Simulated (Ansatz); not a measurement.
Geometry optimisation, RKS PBE0-D4/def2-SVP (Ansatz).

Input:

```yaml
crystal:
  periodic: [false, false, false]
  atoms:
    - { symbol: Si, position_ang: [0.0, 0.0, 0.0] }
    - { symbol: Si, position_ang: [0.0, 0.0, 2.22] }
    - { symbol: H, position_ang: [-1.3148, -0.4067, 2.7074] }
    - { symbol: H, position_ang: [1.0096, -0.9353, 2.7074] }
    - { symbol: H, position_ang: [0.3052, 1.342, 2.7074] }
    - { symbol: Si, position_ang: [2.0935, 0.0, -0.7393] }
    - { symbol: H, position_ang: [2.5508, -1.3762, -0.9079] }
    - { symbol: H, position_ang: [2.1573, 0.6939, -2.0222] }
    - { symbol: H, position_ang: [2.951, 0.6823, 0.2255] }
    - { symbol: Cl, position_ang: [-1.0032, 1.7381, -0.7093] }
    - { symbol: Si, position_ang: [-1.0456, -1.8115, -0.7393] }
    - { symbol: H, position_ang: [-1.7029, -2.4846, 0.3772] }
    - { symbol: H, position_ang: [-2.0454, -1.4265, -1.7311] }
    - { symbol: H, position_ang: [-0.0777, -2.7173, -1.3511] }
basis:
  gaussian: { orbitals: def2-SVP }
hamiltonian:
  xc: pbe0
  dispersion: d4
relax:
  f_tol: 0.02
  max_steps: 40
```

Run as:

```bash
$ ansatz run input.yaml --threads 4 --pin off --max-ram 5120MiB --backend cpu --events-out ev --progress --plain --runs-dir out
```

Task: Where does it end, and by what steps?

Result: It converged. The force dipped under the threshold on the way, but the program's further checks kept it going. After 14 steps the energy has fallen by 0.560 eV; H12 moved furthest, 1.15 Å.

```
step  energy less start (eV)  largest force component (eV/Å)  accepted
   0                  0.0000                           1.560       yes
   1                 -0.4423                           0.478       yes
   2                 -0.4706                           0.108       yes
   3                 -0.4935                           0.039       yes
   4                 -0.5037                           0.206       yes
   5                 -0.5122                           0.206       yes
   6                 -0.5263                           0.173       yes
   7                 -0.5329                           0.213       yes
   8                 -0.5407                           0.194       yes
   9                 -0.5491                           0.164       yes
  10                 -0.5538                           0.168       yes
  11                 -0.5587                           0.006       yes
  12                 -0.5596                           0.020       yes
  13                 -0.5600                           0.059       yes
  14                 -0.5603                           0.015       yes
```

```xyz
14
Properties=species:S:1:pos:R:3
Si -0.009 -0.030 0.072
Si 0.105 -0.163 2.409
H -1.273 -0.248 2.980
H 0.875 -1.386 2.797
H 0.796 1.045 2.953
Si 2.116 0.219 -0.884
H 2.946 -0.981 -0.553
H 1.998 0.341 -2.368
H 2.774 1.441 -0.334
Cl -1.110 1.696 -0.400
Si -1.155 -1.861 -0.839
H -2.521 -1.954 -0.239
H -1.270 -1.708 -2.321
H -0.394 -3.112 -0.529
```

Time of the run: 35 s on 4 threads of Arm Neoverse V2, on a shared host, peak memory 0.38 GiB.
